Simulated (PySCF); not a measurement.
SMILES C=Cc1cccc(C)c1 (C₉H₁₀), singlet, GFN2-xTB optimised geometry. Atoms within 1.6 Å of the plane z = 1.2 Å (x, y, z in Å): C1 (-2.67, -1.92, 0.00), C2 (-1.35, -1.73, 0.00), C3 (-0.66, -0.45, 0.00), C4 (-1.32, 0.78, 0.00), C5 (-0.60, 1.96, 0.00), C6 (0.79, 1.94, 0.00), C7 (1.47, 0.73, 0.00), C8 (2.97, 0.71, 0.02), C9 (0.74, -0.45, 0.00), H10 (-3.38, -1.11, 0.00), H11 (-3.09, -2.91, 0.00), H12 (-0.70, -2.59, 0.00), H13 (-2.39, 0.82, 0.00), H14 (-1.12, 2.91, 0.00), H15 (1.34, 2.87, 0.00), H16 (3.35, -0.26, -0.30), H18 (3.33, 0.89, 1.03), H19 (1.26, -1.39, 0.00).

Computed with CAM-B3LYP/def2-SVP (PySCF).

Map of the log10 of the electron density (e/bohr³), floored at −4 on the plane z = 1.2 Å:

```
|0000000000000000000000000|
|0000000000000000000000000|
|0000000000000000000000000|
|0000000001100011000000000|
|0000000012322223210000000|
|0000000134444444320000000|
|0000000235555555421100000|
|0000001245666665433332000|
|0000012345666666545554200|
|0000023456666666557875310|
|0000124566655566668996410|
|0000124566665566667886310|
|0000123456666666556664200|
|0002333446666666544443100|
|0013455556666665432221000|
|0013456666655555421100000|
|0013466766654344310000000|
|0012456666553222100000000|
|0002455555543210000000000|
|0002344433332100000000000|
|0001233211211000000000000|
|0000011000000000000000000|
|0000000000000000000000000|
|0000000000000000000000000|
|0000000000000000000000000|
```
Scale: ten equal steps from -4.00 (start of '0') to -0.745 (end of '9'), in the order '0123456789'; x runs from -5.50 to 5.50, y from -5.50 (bottom) to 5.50 (top).
